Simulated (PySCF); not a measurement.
Trends in electronic spectra. Theory: PySCF 2.14.0, density-fitted response routines, TDDFT CAM-B3LYP/def2-SVPD, vertical, gas phase, core orbitals frozen in the response. Geometries: PBE0-D3(BJ)/def2-SVP; one conformer of each isolated species. Triplets are in the Tamm–Dancoff approximation. Atoms past krypton carry core potentials; spin–orbit coupling is left out.

Question: Rank by computed HOMO energy, lowest first.
A. `[SiH2]=S`
B. `C[Se]C1=CC=C(C)C=C1`
C. `CB(C)[C@H]1COC1=O`
D. `[CH2](C)[InH][CH2]C`
E. `CC1=C[Si@@H](C)C=C[SiH2]1`
F. `OCCCCCO`
G. `C1=CC=CNB1`

Answer: C (-9.53 eV), F (-9.37 eV), E (-8.68 eV), A (-8.51 eV), D (-7.94 eV), G (-7.75 eV), B (-6.95 eV).

```
                   SMILES  HOMO (eV)  α (au)  first f ≥ 0.01 (nm)  T1 (eV)  gap (eV)    S1 mainly
        CB(C)[C@H]1COC1=O      -9.53    76.6                  160        –      9.70    H→L (48%)
                  OCCCCCO      -9.37    72.2                  151     6.70     10.48  H→L+1 (46%)
CC1=C[Si@@H](C)C=C[SiH2]1      -8.68   122.8                  200        –      8.97  H-2→L (81%)
                 [SiH2]=S      -8.51    50.5                  253        –      6.91    H→L (99%)
    [H][In]([CH2]C)[CH2]C      -7.94    90.4                  213     3.95      7.50    H→L (98%)
               B1C=CC=CN1      -7.75    68.1                  242     3.40      8.03    H→L (92%)
         C[Se]c1ccc(C)cc1      -6.95   125.2                  261     3.74      7.65  H→L+2 (64%)
```

H and L stand for HOMO and LUMO; a dash means that no computed state gives the value.

- `CB(C)[C@H]1COC1=O`: Löwdin shares by element: HOMO oxygen 62%, carbon 24% or more; LUMO boron 36%, carbon 32% or more (atoms not listed hold the other 31%).
- `OCCCCCO`: Löwdin shares by element: HOMO oxygen 55% or more, carbon 24% or more, hydrogen 8% or more; LUMO oxygen 22%, carbon 18% or more (atoms not listed hold the other 60%).
- `CC1=C[Si@@H](C)C=C[SiH2]1`: Löwdin shares by element: HOMO carbon 55% or more, silicon 13% (atoms not listed hold the other 33%); LUMO carbon 42% or more, silicon 16% (atoms not listed hold the other 41%).
- `[SiH2]=S`: Löwdin shares by element: HOMO sulfur 76%, silicon 18%; LUMO silicon 53%, sulfur 30%, hydrogen 17%.
- `[H][In]([CH2]C)[CH2]C`: Löwdin shares by element: HOMO carbon 55% or more, indium 18% (atoms not listed hold the other 27%); LUMO indium 67%, carbon 15% or more, hydrogen 8% or more.
- `B1C=CC=CN1`: Löwdin shares by element: HOMO carbon 62% or more, boron 13% (atoms not listed hold the other 26%); LUMO carbon 57% or more, nitrogen 14% (atoms not listed hold the other 29%).
- `C[Se]c1ccc(C)cc1`: Löwdin shares by element: HOMO selenium 48%, carbon 28% or more (atoms not listed hold the other 24%); LUMO carbon 67% or more (atoms not listed hold the other 33%).
